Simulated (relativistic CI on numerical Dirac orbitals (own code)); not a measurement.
Hyperfine structure of P+, mass number 31

Method of calculation: Dirac-Coulomb-Breit CI, orbitals from a KLI potential per configuration, QED by a radiative potential, valence Slater integrals scaled by 0.85, P86 correlation energy added to each configuration (own radial code, finite nucleus).

Configurations in the expansion (outside the closed core [Ne]): 3s²3p², 3s3p³, 3s²3p4s, 3s²3p4p, 3s²3p5s, 3s²3p4d, 3s²3p3d, 3p⁴, 3s²3d², 3s3p²3d, 3s²4s², 3s²3p5p, 3s²3d4s, 3s²3p4f, 3s²4s4p, 3s²3p5d. Levels of other configurations are missing.

Nuclear spin I = 1/2, μ = 1.13093 μN (tables of Stone and Pyykkö). The electronic factors are computed for point nuclear moments, without core polarisation; leaving it out makes A of s and p electrons in near-neutral atoms 20 to 40 % too small, and it can dominate for d and f shells.

```
     Level  E (cm⁻¹)  A (MHz)
3s²3p² ³P1     158.5    55.53
3s²3p² ³P2     451.1    638.4
3s²3p² ¹D2    9694.4    903.2
3s3p³ ⁵S°2   46725.2     3250
3s3p³ ³D°1   70072.0    -2033
3s3p³ ³D°2   70092.2     1351
3s3p³ ³D°3   70126.6     2420
3s3p³ ³P°2   81371.2     2748
```

Levels with J = 0, under 50 % of one LS term, or S terms without an open s electron are left out. Small factors come from cancelling terms and can be off by tens of per cent or more.

For a near-neutral ion this model can misplace configurations by up to about 10,000 cm⁻¹ (more where the count of f electrons changes) and terms by 10 to 25 % of their spread. Rates follow the energies as ν³ (E1, M1) or ν⁵ (E2), so they and the lifetimes can be off by large factors. The fine structure of a lone outer electron comes out too small, for d and f at times inverted, and misplaced configurations move strength between like terms. 32 of the 35 excited levels that our extract of the measured tables holds in this range could be paired (the sources list more); they are missed by 6440 cm⁻¹ on average and 8820 at most, and levels without a partner can miss by more.

**Question.** Give the hyperfine levels of 3s²3p² ³P2 relative to its centre of gravity.

**Answer.** With K = F(F + 1) − I(I + 1) − J(J + 1), E = AK/2: F = 3/2: -957.6, F = 5/2: 638.4 MHz.
